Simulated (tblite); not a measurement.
Compound: C11H7N3.
Z-matrix (Å and degrees, GFN2-xTB geometry), rows numbered from 1:
```
C 
C   1  1.4146
C   2  1.3607  1  120.96
C   3  1.4180  2  120.00  1     0.01
N   4  1.3296  3  119.67  2   180.00
C   5  1.3301  4  117.15  3  -179.96
C   6  1.4226  5  120.89  4   179.99
N   7  1.2964  6  123.21  5  -179.93
C   8  1.3506  7  119.09  6    -0.01
C   9  1.3637  8  124.17  7    -0.02
C  10  1.4163  9  118.42  8     0.03
N  11  1.3323  6  121.23  5    -0.05
C  12  1.3293 11  117.25  6     0.03
C   1  1.3607  2  121.01  3    -0.01
H   1  1.0800  2  118.87  3   180.00
H   2  1.0799  1  118.87  3  -179.99
H   3  1.0788  2  122.28  1  -179.99
H   7  1.0818  6  119.20  5     0.06
H   9  1.0816  8  114.38  7   179.97
H  10  1.0780  9  122.60  8  -179.99
H  14  1.0789  1  122.18  2   179.99
```

Computed geometry: GFN2-xTB, gas phase.

Masses are those of the commonest isotopes; rigid-rotor values at the optimised geometry. 

(1) What are A, B and C (MHz)?

(2) Classify the top.

(3) What does the inertial defect say?

(4) Estimate the classical rotational partition function at 10 K, 50 K and 200 K.

Answers

(1) Ia = 226.27, Ib = 1043.13, Ic = 1269.41 u·Å²; 505379 MHz·u·Å²/I gives A = 2233, B = 484.5, C = 398.1 MHz.

(2) A near-prolate asymmetric top; Ray's κ = -0.906.

(3) Planar: Δ = Ic − Ia − Ib = 0.00 u·Å². For a rigid frame Δ = −2 Σ m c², so it vanishes when all atoms lie in the ab plane; here none is more than 0.01 Å from it.

(4) Point group Cs, symmetry number σ = 1; q = (√π/σ)·√((kT/h)³/(ABC)), k/h = 20836.6 MHz/K: 8120 at 10 K, 90800 at 50 K, 726000 at 200 K.

Its GFN2-xTB frequencies are all real (lowest 83 cm⁻¹). No vibrational averaging or centrifugal distortion is included, and the geometry carries the error of its method.
